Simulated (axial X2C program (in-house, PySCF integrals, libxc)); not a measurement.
**Nuclear properties of NCoO⁺**

Calculated with an axial X2C code built on PySCF integrals: two-component X2C with atomic mean-field Coulomb and Gaunt terms, Gaussian nuclei, basis N dyall-av3z, Co dyall-v3z, O dyall-av3z with contracted cores.

N–Co–O held linear, with bonds 1.908 and 1.629 Å (near the PBE0 minimum at charge 1 of the determinant lowest at the starting distance; the state shown can have its own minimum elsewhere, held linear; other orders of the atoms were not compared).

Determinant lowest in the PBE0 search, Ω = 5/2 (⟨Sz⟩ = 0.50, ⟨Lz⟩ = 2.00 at PBE0), spin on the atoms N -1.38, Co 1.24, O 0.64:

```tsv
level	Eeff magnitude (GV/cm)	Ws magnitude Co (kHz)	A∥/gI N (MHz)	qzz N (a.u.)	A∥/gI Co (MHz)	qzz Co (a.u.)	A∥/gI O (MHz)	qzz O (a.u.)
PBE0	1.44	0.183	-27.2	0.14	677	-1.30	-43.5	-1.23
HF	1.04	0.133	-61.6	0.11	734	-1.56	-144	-1.25
LDA	1.66	0.22	-20.3	0.08	710	-1.40	-19.5	-0.45
```

Eeff is the effective electric field on the electron electric dipole moment in this Ω state and Ws the scalar–pseudoscalar constant of the nucleus named (defined with the proton number Z and per Ω); A∥ (defined per Ω) follows by multiplying with gI = μI/(I μN); qzz is the electric field gradient, eQq0 = 234.96 MHz × Q/barn × qzz. The operators were transformed with the bare-nucleus X2C matrices; with these basis sets, hyperfine constants and field gradients can be off by tens of per cent, and where levels differ in sign neither size nor sign is settled.

(1) With Q(14N) = 0.02044 barn, gI(59Co) = 1.3220, Q(59Co) = 0.42 barn (g factors from the IAEA table of nuclear moments by Stone; Q from Pyykkö, Mol. Phys. 2018), turn the PBE0 values of the first state into constants in MHz.

The molecule was held linear; bending was not examined, so a bent shape may lie lower.

Each state is one determinant with collinear spin. Unrestricted Hartree–Fock can overshoot spin polarisation at the nuclei. In the state Ω = 5/2 the atomic spins oppose each other (-1.38, 1.24, 0.64): a broken-symmetry determinant whose values are not spin-projected. The search compared states at one distance, so a state with another bond length can lie lower. Further determinants of the search, some of them spin-mixed, are not shown. Where a field gradient or hyperfine factor spreads by more than a factor of two over the levels, a constant derived from it is not to be relied on.

## Answers

(1) eQq0(14N) = 234.96 × (0.02044) × (0.14) = 0.672 MHz; A∥(59Co) = 677 × 1.3220 = 895 MHz; eQq0(59Co) = 234.96 × (0.42) × (-1.30) = -128 MHz.
